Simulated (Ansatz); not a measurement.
Molecule: sum formula HSiO (charge 0, doublet). It need not be the lowest isomer of its formula. 
Coordinates optimised at B3LYP-D3(BJ)/def2-TZVP (Ansatz, a quantum-chemistry and plane-wave program):
```xyz
3

Si    -0.4756    -0.2396    -0.4065
O      0.7270     0.2681     0.6132
H      0.8420     1.2098     0.7857
```
Charge 0, spin multiplicity 2.

Basis-set convergence of Hartree-Fock and CCSD correlation energies (hartree) with Ansatz. Correlated levels leave the core frozen unless marked. UHF or UKS for open shells. No spin-orbit coupling. No relativistic terms.

```tsv
basis	functions	E(HF)	E(corr, CCSD)
def2-SVPD	55	-364.21025	-0.28341
def2-TZVPPD	105	-364.40435	-0.33773
def2-QZVPPD	175	-364.41603	-0.35832
```

Extrapolating the two largest sets (X = 3 and 4) as X^-3: E(corr) = (64·(-0.35832) - 27·(-0.33773))/37 = -0.3733 Eh, an estimate of the basis-set limit. The largest set recovers 96.0 % of it, the smallest 75.9 %.
